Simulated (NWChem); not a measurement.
System: SnNH3Cl2; SMILES [NH2][SnH]([Cl])[Cl]

Parts of the log:

```
             Northwest Computational Chemistry Package (NWChem) 7.3.0
             --------------------------------------------------------

                             Geometry "geometry" -> ""
                             -------------------------

 Output coordinates in angstroms (scale by  1.889725989 to convert to a.u.)

  No.       Tag          Charge          X              Y              Z
 ---- ---------------- ---------- -------------- -------------- --------------
    1 Sn                  50.0000     0.28174222    -0.30110784     0.01159384
    2 N                    7.0000     1.83886522     0.97887116    -0.02914716
    3 Cl                  17.0000    -0.96758878     0.23965916     1.91464584
    4 Cl                  17.0000    -0.93323178     0.25207016    -1.90895616
    5 H                    1.0000     0.50387822    -1.99617084     0.05008084
    6 H                    1.0000     2.72331622     0.62003316     0.56870184
    7 H                    1.0000     2.12758722     1.22003316    -1.09116916

 Effective nuclear repulsion energy (a.u.)     611.0646763145

                                Z-matrix (autoz)
                                --------

 Units are Angstrom for bonds and degrees for angles

[...]

      ----------------------
      Optimization converged
      ----------------------

  Step       Energy      Delta E   Gmax     Grms     Xrms     Xmax
  ---- ---------------- -------- -------- -------- -------- --------
@   70   -1190.64497180  5.9D-11  0.00000  0.00000  0.00003  0.00006
                                     ok       ok       ok       ok

                                Z-matrix (autoz)
                                --------

 Units are Angstrom for bonds and degrees for angles

[...]

 Rotational Constants
 --------------------
 A=   0.098944 cm-1  (  0.142355 K)
 B=   0.058457 cm-1  (  0.084105 K)
 C=   0.043022 cm-1  (  0.061898 K)

 Temperature                      =   298.15K
 frequency scaling parameter      =   1.0000

 Zero-Point correction to Energy  =   21.691 kcal/mol  (  0.034566 au)
 Thermal correction to Energy     =   26.122 kcal/mol  (  0.041627 au)
 Thermal correction to Enthalpy   =   26.714 kcal/mol  (  0.042571 au)

 Total Entropy                    =   88.180 cal/mol-K
   - Translational                =   41.837 cal/mol-K (mol. weight = 204.8660)
   - Rotational                   =   28.250 cal/mol-K (symmetry #  =        1)
   - Vibrational                  =   18.092 cal/mol-K

 Cv (constant volume heat capacity) =   21.486 cal/mol-K
   - Translational                  =    2.979 cal/mol-K
   - Rotational                     =    2.979 cal/mol-K
   - Vibrational                    =   15.528 cal/mol-K

[normal modes left out]

 ----------------------------------------------------------------------------
 Normal Eigenvalue ||           Projected Infra Red Intensities
  Mode   [cm**-1]  || [atomic units] [(debye/angs)**2] [(KM/mol)] [arbitrary]
 ------ ---------- || -------------- ----------------- ---------- -----------
    1       -0.000 ||    0.000013           0.000         0.013       0.004
    2        0.000 ||    0.000108           0.002         0.106       0.032
    3        0.000 ||    0.000425           0.010         0.414       0.127
    4        0.000 ||    0.000668           0.015         0.651       0.200
    5        0.000 ||    0.000269           0.006         0.262       0.080
    6        0.000 ||    0.000062           0.001         0.060       0.019
    7       35.212 ||    0.026167           0.604        25.509       7.836
    8      112.207 ||    0.003100           0.072         3.022       0.928
    9      147.644 ||    0.005411           0.125         5.275       1.620
   10      159.436 ||    0.014751           0.340        14.380       4.418
   11      371.677 ||    0.029202           0.674        28.467       8.745
   12      388.526 ||    0.078804           1.818        76.822      23.599
   13      557.757 ||    0.054031           1.247        52.672      16.181
   14      567.497 ||    0.179969           4.152       175.442      53.895
   15      587.068 ||    0.043362           1.000        42.272      12.986
   16      671.705 ||    0.064034           1.477        62.423      19.176
   17      868.956 ||    0.032900           0.759        32.072       9.852
   18     1535.405 ||    0.016277           0.376        15.867       4.874
   19     1991.018 ||    0.091038           2.100        88.748      27.263
   20     3541.944 ||    0.029280           0.676        28.544       8.768
   21     3644.018 ||    0.031374           0.724        30.585       9.395
 ----------------------------------------------------------------------------
```

Level: PBE0/def2-SVP with def2 effective core potentials on Sn. def2 effective core potentials on Sn; no spin-orbit coupling.

**Question.** Which NWChem input produces such a log?

**Answer.** This is not unique; one that fits is the input that was run:
```
start job
memory heap 200 mb stack 900 mb global 1100 mb
geometry units angstroms noautosym
  Sn     0.291049    -0.302452     0.008267
  N      1.848172     0.977527    -0.032474
  Cl    -0.958282     0.238315     1.911319
  Cl    -0.923925     0.250726    -1.912283
  H      0.513185    -1.997515     0.046754
  H      2.732623     0.618689     0.565375
  H      2.136894     1.218689    -1.094496
end
basis spherical
  * library def2-svp
end
ecp
  Sn library def2-ecp
end
dft
  xc pbe0
  grid fine
  iterations 150
end
driver
  maxiter 120
  tight
end
task dft optimize
dft
  grid fine
  convergence energy 1d-8 density 1d-7
end
task dft freq numerical
```
